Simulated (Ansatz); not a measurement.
Relaxation of C₂H₈FNSSi₂ (15 atoms, charge 0, multiplicity 1), to a largest force component of 0.015 eV/Å in at most 40 steps.

The calculation used RKS PBE/6-31G in Ansatz.

```xyz
15
Properties=species:S:1:pos:R:3
F -1.683 0.232 -0.773
C -1.126 -0.029 0.399
Si -1.672 1.278 1.643
S -1.700 -1.624 0.961
N 0.340 0.023 0.195
C 0.751 -0.381 -0.931
Si 2.607 -0.386 -1.333
H -3.083 1.354 1.824
H -1.211 2.664 1.285
H -1.051 1.037 3.033
H -1.527 -2.279 -0.158
H 0.108 -0.777 -1.705
H 3.310 -1.218 -0.328
H 2.830 -0.860 -2.699
H 3.118 1.010 -1.229
```

Where does it end, and by what steps?

It converged. The force dipped under the threshold on the way, but the program's further checks kept it going. Limits of this set-up: no polarisation functions. After 22 steps the energy has fallen by 1.186 eV; H12 moved furthest, 1.04 Å.

```json
{"step": "0", "energy less start (eV)": "0.0000", "largest force component (eV/Å)": "4.928", "accepted": "yes"}
{"step": "1", "energy less start (eV)": "-0.8353", "largest force component (eV/Å)": "1.778", "accepted": "yes"}
{"step": "2", "energy less start (eV)": "-0.9628", "largest force component (eV/Å)": "1.487", "accepted": "yes"}
{"step": "3", "energy less start (eV)": "-1.0451", "largest force component (eV/Å)": "0.997", "accepted": "yes"}
{"step": "4", "energy less start (eV)": "-1.1318", "largest force component (eV/Å)": "0.389", "accepted": "yes"}
{"step": "5", "energy less start (eV)": "-1.1640", "largest force component (eV/Å)": "0.218", "accepted": "yes"}
{"step": "6", "energy less start (eV)": "-1.1744", "largest force component (eV/Å)": "0.159", "accepted": "yes"}
{"step": "7", "energy less start (eV)": "-1.1790", "largest force component (eV/Å)": "0.104", "accepted": "yes"}
{"step": "8", "energy less start (eV)": "-1.1801", "largest force component (eV/Å)": "0.093", "accepted": "yes"}
{"step": "9", "energy less start (eV)": "-1.1812", "largest force component (eV/Å)": "0.042", "accepted": "yes"}
{"step": "10", "energy less start (eV)": "-1.1812", "largest force component (eV/Å)": "0.090", "accepted": "no"}
{"step": "11", "energy less start (eV)": "-1.1822", "largest force component (eV/Å)": "0.029", "accepted": "yes"}
{"step": "12", "energy less start (eV)": "-1.1829", "largest force component (eV/Å)": "0.074", "accepted": "yes"}
{"step": "13", "energy less start (eV)": "-1.1835", "largest force component (eV/Å)": "0.054", "accepted": "yes"}
{"step": "14", "energy less start (eV)": "-1.1843", "largest force component (eV/Å)": "0.034", "accepted": "yes"}
{"step": "15", "energy less start (eV)": "-1.1850", "largest force component (eV/Å)": "0.027", "accepted": "yes"}
{"step": "16", "energy less start (eV)": "-1.1848", "largest force component (eV/Å)": "0.090", "accepted": "no"}
{"step": "17", "energy less start (eV)": "-1.1854", "largest force component (eV/Å)": "0.022", "accepted": "yes"}
{"step": "18", "energy less start (eV)": "-1.1855", "largest force component (eV/Å)": "0.055", "accepted": "yes"}
{"step": "19", "energy less start (eV)": "-1.1858", "largest force component (eV/Å)": "0.027", "accepted": "yes"}
{"step": "20", "energy less start (eV)": "-1.1859", "largest force component (eV/Å)": "0.011", "accepted": "yes"}
{"step": "21", "energy less start (eV)": "-1.1860", "largest force component (eV/Å)": "0.007", "accepted": "yes"}
{"step": "22", "energy less start (eV)": "-1.1860", "largest force component (eV/Å)": "0.006", "accepted": "yes"}
```

```xyz
15
Properties=species:S:1:pos:R:3
F -1.950 0.298 -0.874
C -1.236 -0.155 0.348
Si -1.544 1.238 1.689
S -2.035 -1.780 0.917
N 0.166 -0.345 0.138
C 0.720 -0.100 -1.016
Si 2.607 -0.336 -1.246
H -3.034 1.345 1.897
H -0.998 2.515 1.101
H -0.840 0.891 2.976
H -1.253 -2.598 0.109
H 0.113 0.249 -1.871
H 3.226 -0.820 0.041
H 2.847 -1.339 -2.357
H 3.225 0.981 -1.668
```

Whether the end is a true minimum wasn't checked by a vibrational analysis.

The run took 2.9 min on 1 thread of Intel(R) Xeon(R) Processor @ 2.70GHz, on a shared host, peak memory 0.19 GiB.
